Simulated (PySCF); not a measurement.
Members of one family of related compounds. The calculation used PySCF, TDDFT PBE0/def2-SVPD, vertical, gas phase, core orbitals frozen in the response. Geometries: PBE0-D3(BJ)/def2-SVP; one conformer of each isolated species. Triplets are in the Tamm–Dancoff approximation.

Question: Rank by computed lowest triplet energy, lowest first.
A. `FC(F)(F)[C@@H]1CCC[O+]1[AlH3-]`
B. `C=CC[C@@H]1CCC[O+]1[AlH3-]`
C. `CC(=O)O[C@H]1CCC[O+]1[AlH3-]`
D. `C[S@@](=O)[C@H]1CCC[O+]1[AlH3-]`
E. `CC(=S)[C@@H]1CCC[O+]1[AlH3-]`
F. `C=N[C@@H]1CCC[O+]1[AlH3-]`

Answer: E (2.06 eV), F (3.96 eV), B (4.28 eV), D (4.92 eV), C (5.37 eV), A (5.83 eV).

| SMILES | T1 (eV) | LUMO (eV) | gap (eV) | α (au) | S1 (eV) | S1 mainly |
| --- | --- | --- | --- | --- | --- | --- |
| CC(=S)[C@@H]1CCC[O+]1[AlH3-] | 2.06 | -2.58 | 4.31 | 126.0 | 2.54 | H→L (100%) |
| C=N[C@@H]1CCC[O+]1[AlH3-] | 3.96 | -1.32 | 5.54 | 103.1 | 4.51 | H→L (80%) |
| C=CC[C@@H]1CCC[O+]1[AlH3-] | 4.28 | -0.09 | 7.11 | 118.9 | 6.16 | H→L (68%) |
| C[S@@](=O)[C@H]1CCC[O+]1[AlH3-] | 4.92 | -0.16 | 6.95 | 116.9 | 5.63 | H→L (76%) |
| CC(=O)O[C@H]1CCC[O+]1[AlH3-] | 5.37 | -0.22 | 7.07 | 111.6 | 5.93 | H-2→L (92%) |
| FC(F)(F)[C@@H]1CCC[O+]1[AlH3-] | 5.83 | -0.03 | 7.43 | 94.8 | 6.26 | H→L (78%) |

H and L stand for HOMO and LUMO.

- `CC(=S)[C@@H]1CCC[O+]1[AlH3-]`: Löwdin shares by element: HOMO sulfur 72%, carbon 16% or more; LUMO carbon 49% or more, sulfur 40%.
- `C=N[C@@H]1CCC[O+]1[AlH3-]`: Löwdin shares by element: HOMO hydrogen 54% or more, aluminium 34%; LUMO carbon 40% or more, nitrogen 35%, hydrogen 14% or more.
- `C=CC[C@@H]1CCC[O+]1[AlH3-]`: Löwdin shares by element: HOMO hydrogen 52% or more, aluminium 34%, oxygen 5%; LUMO carbon 58% or more, hydrogen 5% or more (atoms not listed hold the other 37%).
- `C[S@@](=O)[C@H]1CCC[O+]1[AlH3-]`: Löwdin shares by element: HOMO oxygen 51%, sulfur 27%, carbon 6% or more (atoms not listed hold the other 16%); LUMO sulfur 22%, aluminium 18%, carbon 9% or more, oxygen 6% or more (atoms not listed hold the other 46%).
- `CC(=O)O[C@H]1CCC[O+]1[AlH3-]`: Löwdin shares by element: HOMO hydrogen 55% or more, aluminium 36%, oxygen 5% or more; LUMO carbon 46% or more, oxygen 40% or more.
- `FC(F)(F)[C@@H]1CCC[O+]1[AlH3-]`: Löwdin shares by element: HOMO hydrogen 55% or more, aluminium 36%, oxygen 5%; LUMO aluminium 19%, carbon 18% or more, hydrogen 7% or more (atoms not listed hold the other 56%).
